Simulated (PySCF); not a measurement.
## CsLi: energy against distance

Set-up: PySCF, spin-free X2C with a Gaussian nucleus, basis sets Cs x2c-TZVPall, Li x2c-TZVPall. Energies in eV from Cs + Li in their ground configurations at the same level. All curves are PBE0. state 1: ¹Σ⁺ (singlet), closed shell; state 2: ³Σ⁺ (triplet), unpaired electrons σ ↑↑, a second solution, started from another occupation; state 3: ³Π (triplet), unpaired electrons σ ↑, π ↑, a second solution, started from another occupation; state 4: Ms = 0 determinant of mixed spin (⟨S²⟩ near 1.0), unpaired electrons σ ↑, π ↓, a second solution, started from another occupation.

| R (Å) | state 1 | state 2 | state 3 | state 4 |
| --- | --- | --- | --- | --- |
| 3.218 | -0.4793 | 0.4049 | 0.4421 | 0.8948 |
| 3.368 | -0.5555 | 0.2917 | 0.4101 | 0.8454 |
| 3.518 | -0.6007 | 0.2019 | 0.4001 | 0.8179 |
| 3.630 | -0.6179 | 0.1476 | 0.4047 | 0.8093 |
| 3.742 | -0.6232 | 0.1029 | 0.4180 | 0.8093 |
| 3.854 | -0.6185 | 0.0665 | 0.4384 | 0.8165 |
| 4.004 | -0.5997 | 0.0289 | 0.4745 | 0.8350 |
| 4.191 | -0.5608 | -0.0039 | 0.5306 | 0.8685 |
| 4.416 | -0.4985 | -0.0277 | 0.6081 | 0.9173 |
| 4.715 | -0.4003 | -0.0417 | 0.7195 | 0.9856 |

Task: Put a parabola through the three lowest points of the state 1 curve and estimate Re, k and ωe (reduced mass 6.664 u; 1 eV/Å² = 0.16022 mdyn/Å; ωe = 1302.8·√(k/μ) cm⁻¹).

Result: Through R = 3.63, 3.742, 3.854 Å the second-order coefficient is 0.399 eV/Å², so Re ≈ 3.745 Å, k ≈ 0.128 mdyn/Å and ωe ≈ 180 cm⁻¹. A polynomial fit of higher order to the unrounded PBE0 energies gives Re = 3.742 Å, k = 0.126 mdyn/Å, ωe = 179 cm⁻¹; anharmonicity and rounding make the difference.

The higher-order fit for each curve: state 1: Re = 3.742 Å, ωe = 179 cm⁻¹, De = 0.62 eV; state 2: Re = 4.929 Å, ωe = 57.9 cm⁻¹, minimum 0.044 eV below the ground-state fragments; state 3: Re = 3.520 Å, ωe = 181 cm⁻¹, minimum 0.400 eV above the ground-state fragments; state 4: Re = 3.685 Å, ωe = 160 cm⁻¹, minimum 0.81 eV above the ground-state fragments.

Closed-shell solutions of metal pairs were not tested for spin polarisation, which can lower them a little. Spin–orbit coupling is left out. Counting both spins, an empty level lies below a filled one in some of these solutions, because spin and occupation are held.
